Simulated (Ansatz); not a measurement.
Geometry optimisation, RKS PBE-D4/def2-TZVP in Ansatz.

Input:

```yaml
crystal:
  periodic: [false, false, false]
  atoms:
    - { symbol: S, position_ang: [-1.65299, -0.66677, 0.55998] }
    - { symbol: C, position_ang: [-0.12492, 0.2714, 0.34567] }
    - { symbol: Te, position_ang: [1.41793, -0.91784, -0.6384] }
    - { symbol: H, position_ang: [-1.9516, -0.75746, -0.73468] }
    - { symbol: H, position_ang: [-0.33612, 1.16916, -0.22292] }
    - { symbol: H, position_ang: [0.19957, 0.53683, 1.34513] }
    - { symbol: H, position_ang: [1.45041, -1.98146, 0.61624] }
basis:
  gaussian: { orbitals: def2-TZVP }
hamiltonian:
  xc: pbe
  dispersion: d4
relax:
  f_tol: 0.015
  max_steps: 40
```

Launched with:

```bash
$ ansatz run input.yaml --threads 2 --pin off --max-ram 3072MiB --backend cpu --events-out ev --progress --plain --runs-dir out
```

Task: Where does it end, and by what steps?

Result: The forces met the threshold. The force dipped under the threshold on the way, but the program's further checks kept it going. After 8 steps the energy has fallen by 0.069 eV; H4 moved furthest, 0.14 Å.

```tsv
step	energy less start (eV)	largest force component (eV/Å)	accepted
0	0.0000	0.715	yes
1	-0.0080	0.563	yes
2	-0.0640	0.213	yes
3	-0.0662	0.151	yes
4	-0.0673	0.067	yes
5	-0.0681	0.033	yes
6	-0.0690	0.010	yes
7	-0.0692	0.020	yes
8	-0.0692	0.009	yes
```

```xyz
7
Properties=species:S:1:pos:R:3
S -1.719 -0.586 0.590
C -0.151 0.277 0.358
Te 1.471 -0.830 -0.601
H -1.925 -0.897 -0.712
H -0.264 1.182 -0.251
H 0.189 0.569 1.358
H 1.400 -2.061 0.529
```

Whether the end is a true minimum wasn't checked by a vibrational analysis.

Time of the run: 22 s on 2 threads of Arm Neoverse V1 (shared host), peak memory 0.25 GiB.
